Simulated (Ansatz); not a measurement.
`CO[CH2][ZnH]`. Charge 0, multiplicity 1.

Cartesian coordinates in Å:
```
C 1.3758 -0.7470 0.4703
O 0.3424 0.1891 0.6011
C -0.5900 0.1172 -0.4637
Zn -1.9610 1.4831 -0.1305
H 2.0465 -0.6283 1.3232
H 0.9860 -1.7751 0.4617
H 1.9447 -0.5884 -0.4572
H -1.0302 -0.8919 -0.5192
H -0.0824 0.2813 -1.4284
H -3.0318 2.5600 0.1427
```

(1) What are the harmonic wavenumbers in cm⁻¹ at PBE0-D4/def2-TZVP (Ansatz, finite differences of forces, unscaled)? (An estimate is asked.)

(2) Is this a minimum?

(3) Give the ideal-gas thermochemistry at 298.15 K and 1 bar (rigid rotor, harmonic oscillator; point group Cs, symmetry number 1).

(4) And at 400, 500, 600, 800 and 1000 K?

(5) Rotational constants (cm⁻¹)?

Answers

(1) Ansatz gave: 96, 138, 233, 328, 434, 471, 631, 713, 969, 1162, 1174, 1190, 1234, 1271, 1456, 1475, 1476, 1502, 1897, 2956, 2983, 2988, 3032, 3123.

(2) Yes, all 24 modes are real.

(3) Zero-point energy 197.0 kJ/mol; H(298) − E = 215.4 kJ/mol; entropy 325.6 J/(mol·K), of which translation 167.6, rotation 107.2, vibration 50.8; G(298) − E = 118.3 kJ/mol. Modes under 100 cm⁻¹ are hindered rotations or soft bends, so the harmonic entropy is rough.

(4) 
```json
{"T (K)": "400", "H − E (kJ/mol)": "225.4", "S (J/mol/K)": "354.6", "G − E (kJ/mol)": "83.6"}
{"T (K)": "500", "H − E (kJ/mol)": "237.0", "S (J/mol/K)": "380.4", "G − E (kJ/mol)": "46.8"}
{"T (K)": "600", "H − E (kJ/mol)": "250.1", "S (J/mol/K)": "404.2", "G − E (kJ/mol)": "7.6"}
{"T (K)": "800", "H − E (kJ/mol)": "279.9", "S (J/mol/K)": "446.9", "G − E (kJ/mol)": "-77.6"}
{"T (K)": "1000", "H − E (kJ/mol)": "313.5", "S (J/mol/K)": "484.3", "G − E (kJ/mol)": "-170.8"}
```

(5) 0.9844, 0.06096, 0.05866.
